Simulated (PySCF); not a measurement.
An unknown gives this computed stick spectrum. Level of theory: TDDFT CAM-B3LYP/def2-SVPD, vertical, gas phase, core orbitals frozen in the response (PySCF 2.14.0, density-fitted response routines). Geometries: PBE0-D3(BJ)/def2-SVP, one conformer each.

| state | E (eV) | λ (nm) | f |
| --- | --- | --- | --- |
| S1 | 6.10 | 203.3 | 0.018 |
| S2 | 6.34 | 195.6 | 0.0001 |
| S3 | 6.66 | 186.1 | 0.0040 |
| S4 | 7.03 | 176.4 | 0.034 |
| S5 | 7.16 | 173.1 | 0.0088 |
| S6 | 7.54 | 164.4 | 0.028 |
| S7 | 7.60 | 163.1 | 0.017 |
| S8 | 7.62 | 162.6 | 0.0028 |
| S9 | 7.90 | 156.9 | 0.0065 |
| S10 | 8.00 | 155.0 | 0.0031 |

Triplets computed (Tamm–Dancoff): 5.85, 6.05, 6.51, 6.88 eV.

Orbital energies (eV): HOMO-3 -10.35, HOMO-2 -9.12, HOMO-1 -8.52, HOMO -7.71, LUMO 1.34, LUMO+1 1.77, LUMO+2 1.85.

**Question.** Which candidate is it? All have the formula C6H12N2.
A. `N[C@@H]1[C@H]2CC[C@@H](N)[C@@H]12`
B. `N(CC=C)(C)/N=C\C`
C. `C1CN2CCN1CC2`

**Answer.** A. Its S1, at 6.10 eV, is the highest among the candidates; the nearest of the others has S1 at 5.25 eV. S1 is HOMO→LUMO+2 (44%), HOMO→LUMO (41%). Löwdin shares by element: HOMO nitrogen 39% or more, carbon 35% or more (atoms not listed hold the other 26%); LUMO hydrogen 30% or more, carbon 10% or more (atoms not listed hold the other 59%). At the same level the other candidates give, for their lowest levels:
- `C1CN2CCN1CC2`: 5.25 eV (f 0.000); 6.07 eV (f 0.109 summed over 2 states); 6.18 eV (f 0.009); 6.45 eV (f 0.000); 6.70 eV (f 0.006 summed over 2 states); T1 5.11 eV; HOMO -6.74, LUMO 1.34 eV
- `C=CCN(C)/N=C\C`: 4.97 eV (f 0.068); 5.43 eV (f 0.004); 6.01 eV (f 0.011); 6.36 eV (f 0.083); 6.47 eV (f 0.020); T1 3.54 eV; HOMO -7.18, LUMO 1.15 eV
